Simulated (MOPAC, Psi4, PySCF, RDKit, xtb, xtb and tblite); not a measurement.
Conformational energy of SMILES s1c(ccc1)SC (C5H6S2). Scanned: dihedral C1–S2–C3–S7; all other coordinates were relaxed at GFN2-xTB. Points at φ and −φ are mirror images.

Geometry of the scan point at 30° (Å):
```
13

C     -2.6661     0.1548    -0.2452
S     -1.5910    -1.2201     0.2630
C     -0.0214    -0.4532     0.1760
C      1.1668    -1.0936    -0.0143
C      2.2717    -0.2166     0.0420
C      1.9137     1.0700     0.2748
S      0.2111     1.2484     0.4552
H     -3.6726    -0.2469    -0.2983
H     -2.3516     0.5170    -1.2191
H     -2.6161     0.9479     0.4954
H      1.2380    -2.1499    -0.1964
H      3.2891    -0.5349    -0.0983
H      2.5353     1.9395     0.3492
```

Methods: GFN2-xTB (xtb and tblite); MMFF94 // GFN2-xTB (RDKit); PBE0/def2-SVP // GFN2-xTB (Psi4); PBE0-D3(BJ)/def2-SVP // GFN2-xTB (Psi4); PBE/def2-SVP // GFN2-xTB (Psi4); PBE-D3(BJ)/def2-SVP // GFN2-xTB (Psi4); MP2/cc-pVTZ = DF-MP2 (frozen core)/cc-pVTZ // GFN2-xTB (Psi4); HF/cc-pVTZ // GFN2-xTB (Psi4); UFF // GFN2-xTB (RDKit); PM6, restricted, heats of formation // GFN2-xTB (MOPAC); PM7, restricted, heats of formation // GFN2-xTB (MOPAC); GFN1-xTB // GFN2-xTB (xtb); RKS-B3LYP/6-31G* = restricted B3LYP/6-31G*, spherical d, density fitting // GFN2-xTB (PySCF); RKS-B3LYP/6-311+G** = restricted B3LYP/6-311+G**, spherical d, density fitting // GFN2-xTB run with PySCF; RHF/LANL2DZ = restricted Hartree-Fock/LANL2DZ, with its core potentials past Ne // GFN2-xTB (PySCF); RKS-B3LYP/3-21G = restricted B3LYP/3-21G // GFN2-xTB (PySCF).

Least-squares fit of E(φ) = a0 + Σ (a_n cos nφ + b_n sin nφ), n = 1 to 4, to the 12 scan points, in kJ/mol above the lowest point of each profile (levels whose profile four harmonics don't fit are not listed):

```csv
method,a0,a1,b1,a2,b2,a3,b3,a4,b4,rms of fit
GFN2-xTB,4.90,-2.49,0.00,-3.01,0.00,0.53,0.00,0.16,0.00,0.06
MMFF94,1.65,0.77,0.00,2.02,0.00,0.20,0.00,0.36,0.00,0.16
PBE0/def2-SVP,2.72,-1.78,0.00,1.91,0.00,0.82,0.00,-0.82,0.00,0.07
PBE0-D3(BJ)/def2-SVP,2.64,-2.00,0.00,1.82,0.00,0.79,0.00,-0.82,0.00,0.06
PBE/def2-SVP,1.91,-1.62,0.00,1.23,0.00,0.79,0.00,-0.71,0.00,0.06
PBE-D3(BJ)/def2-SVP,1.84,-1.85,0.00,1.04,0.00,0.77,0.00,-0.71,0.00,0.05
MP2/cc-pVTZ,3.74,-0.86,0.00,2.94,0.00,0.49,0.00,-0.78,0.00,0.13
HF/cc-pVTZ,5.28,0.02,0.00,4.38,0.00,1.27,0.00,-0.93,0.00,0.17
UFF,25.68,-0.46,0.00,25.29,0.00,-1.70,0.00,-0.19,0.00,0.21
PM6,1.26,1.16,0.00,0.13,0.00,0.13,0.00,-0.07,0.00,0.03
PM7,3.76,4.31,0.00,0.93,0.00,0.34,0.00,0.00,0.00,0.05
GFN1-xTB,5.57,-1.33,0.00,-4.58,0.00,0.30,0.00,0.17,0.00,0.08
RKS-B3LYP/6-31G*,4.54,-0.42,0.00,4.01,0.00,0.81,0.00,-0.55,0.00,0.10
RKS-B3LYP/6-311+G**,4.40,-0.19,0.00,3.77,0.00,0.88,0.00,-0.64,0.00,0.15
RHF/LANL2DZ,6.98,0.73,0.00,5.94,0.00,1.62,0.00,-1.04,0.00,0.11
RKS-B3LYP/3-21G,6.01,-0.43,0.00,5.07,0.00,0.93,0.00,-0.88,0.00,0.07
```
